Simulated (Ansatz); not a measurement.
`BN=CF` + `CCN[SiH2]Cl` → `BN(CC)[SiH2]Cl` + `N=CF`  (ligand exchange at a B–N bond)

Isolated molecules relaxed with PBE0-D4/def2-TZVP in Ansatz; ΔE leaves out vibrations. CBS: MP2 limit from def2 TZ/QZ plus the TZ coupled-cluster correction, frozen cores. This one scheme is used for every species. Functionals use def2-TZVPP. Each species was taken in one conformer, which may not be the lowest.

CCSD(T)/CBS gives -6.8 kcal/mol.

(1) Another level gave -4.1 kcal/mol. Which?
A. HF/def2-TZVPP
B. CCSD(T)/def2-TZVPP
C. PBE-D4/def2-TZVPP
D. B2PLYP/def2-TZVPP

Largest T1 diagnostic among the species: 0.015.

Results:

(1) D. B2PLYP -4.1, PBE-D4 -2.3, CCSD(T)/def2-TZVPP -7.4, HF/def2-TZVPP -5.2 kcal/mol.

The D4 term adds −1.7 kcal/mol with B3LYP and −0.9 kcal/mol with PBE0; it sums over pairs of atoms, weighted by their polarisabilities, and B3LYP, whose exchange is more repulsive, gets the larger term. From PBE to PBE0 (25 % exact exchange), in def2-TZVPP and without D4, ΔE moves by −1.6 kcal/mol. In def2-TZVPP, CCSD(T) changes the Hartree–Fock value by −2.2 kcal/mol (the triples alone add −0.3 kcal/mol) and MP2 by −2.1 kcal/mol.

B3LYP here is the variant with VWN-RPA as its local correlation; programs differ in this.
